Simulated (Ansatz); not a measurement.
A structure relaxed at PBE0-D4/def2-TZVP, charge 0, multiplicity 2:

```xyz
5

S    -0.6471   -1.9901    0.1643
In   -1.2723    0.1921   -0.7118
S     0.2649    2.0484   -0.3773
H     0.5132   -1.5134    0.6502
H     1.1413    1.2631    0.2746
```

Give its formula and SMILES.

H2InS2, `[SH][In][SH]`.

Point group (tolerance 0.08 Å, 0.16 Å for H)?

C2v.

Summarise the bond lengths by kind.

2 × In–S 2.433 Å; 2 × H–S 1.345 Å.

Program: Ansatz 0.2.0.
